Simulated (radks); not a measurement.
Hf2+, 70 electrons, occupied as [Xe] 4f14 5d1 6s1 (not the ground configuration).

Method: scalar-relativistic Kohn-Sham, SCAN, spin-polarised, spherical densities, finite nucleus; open shells are filled with parallel spins first (spin-orbit coupling, left out, can overturn this in heavy ions); meta-GGA in the generalised Kohn-Sham scheme; Fermi nuclear charge, rms radius 5.347 fm; computed with a radial shooting solver on a logarithmic mesh with Libxc functionals.

Energy parts (eV):
total: -410283.97
kinetic: 449427.73
electron-nucleus: -1010816.04
Hartree: 159495.95
exchange-correlation: -8391.61

Orbitals (lengths in bohr, moments of r in powers of bohr; r(max) is where P^2 peaks):
orbital  occ.  eigenvalue (eV)   r(max)
1s up       1        -65370.12  0.01190
1s down     1        -65370.10  0.01190
2s up       1        -11219.87  0.06800
2s down     1        -11219.83  0.06800
2p up       3        -9850.725  0.05567
2p down     3        -9850.682  0.05567
3s down     1        -2581.383   0.1919
3s up       1        -2581.381   0.1918
3p up       3        -2169.661   0.1896
3p down     3        -2169.658   0.1896
3d up       5        -1681.753   0.1548
3d down     5        -1681.730   0.1548
4s up       1        -539.4615   0.4377
4s down     1        -539.4400   0.4377
4p up       3        -403.7696   0.4583
4p down     3        -403.7491   0.4583
4d up       5        -227.8789   0.4712
4d down     5        -227.8275   0.4712
5s down     1         -85.8120    1.011
5s up       1         -85.7420    1.010
5p up       3         -53.8422    1.157
5p down     3         -53.4965    1.157
4f up       7         -35.0390   0.4553
4f down     7         -34.8288   0.4550
6s up       1         -19.7138    2.574
5d up       1         -19.2236    1.629

The highest occupied level is 5d up at -19.224 eV. Spin moment in Bohr magnetons: 2. The electron density at the nucleus is 1.282e+06 e/bohr^3 (large components only). The spin density at the nucleus is 99.47 e/bohr^3 (1s 0.29, 2s 0.01, 3s 0.42, 4s 0.82, 5s -0.36, 6s 98.29).

Empty levels of this run are not shown, since the potential may be unsettled where no density lies.
